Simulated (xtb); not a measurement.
xtb input (GFN2-xTB):

```bash
xtb mol.xyz --gfn 2 --ohess tight --chrg -1 --uhf 0
```
mol.xyz:
```
3

Cu     0.02783476    -0.02722561     0.03200604
Cl    -0.14233531     1.52978399    -1.42059540
Cl     0.13326815    -1.54368277     1.39471960
```

End of the output:

```
optimized geometry written to: xtbopt.xyz

           -------------------------------------------------
          | TOTAL ENERGY              -13.334144680742 Eh   |
          | TOTAL ENTHALPY            -13.326685951267 Eh   |
          | TOTAL FREE ENERGY         -13.358729247313 Eh   |
          | GRADIENT NORM               0.000099871740 Eh/α |
          | HOMO-LUMO GAP               8.051721547051 eV   |
           -------------------------------------------------

------------------------------------------------------------------------
------------------------------------------------------------------------
 total:
 SCF:
 ANC optimizer:
 analytical hessian:
```
